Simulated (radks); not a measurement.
Species: the nitrogen ion N+. Configuration: [He] 2s2 2p2.

All-electron calculation, scalar-relativistic Kohn-Sham, PBE, spin-unpolarised, spherical densities, point nucleus. Program: a radial shooting solver on a logarithmic mesh with Libxc functionals.

Energy parts (hartree):
total: -53.95357
kinetic: 53.86923
electron-nucleus: -123.89758
Hartree: 22.26086
exchange-correlation: -6.18608

Orbitals (lengths in bohr, moments of r in powers of bohr; <r^-3> diverges for s and p1/2; r(max) is where P^2 peaks):
| orbital | occ. | eigenvalue (hartree) | <r^-3> | r(max) |
|---|---|---|---|---|
| 1s | 2 | -14.76144 | - | 0.1482 |
| 2s | 2 | -1.19296 | - | 0.9880 |
| 2p | 2 | -0.76028 | 3.866 | 0.9181 |

The highest occupied level is 2p at -20.688 eV. For comparison, the ionisation energy in NIST's Atomic Spectra Database is 29.601 eV (semi-empirical). In exact Kohn-Sham theory the highest level is minus the ionisation energy, but local and semilocal functionals leave it too shallow, through self-interaction and a potential that decays too fast; potentials with the right tail come closer. Summed over all electrons, <r^2> = 7.977 bohr^2, which gives a Langevin (diamagnetic) susceptibility term of -6.32 x 10^-6 cm^3/mol.

Beside tabulated values, note that spin-unpolarised runs miss the spin-polarisation part of the exchange energy of open shells.
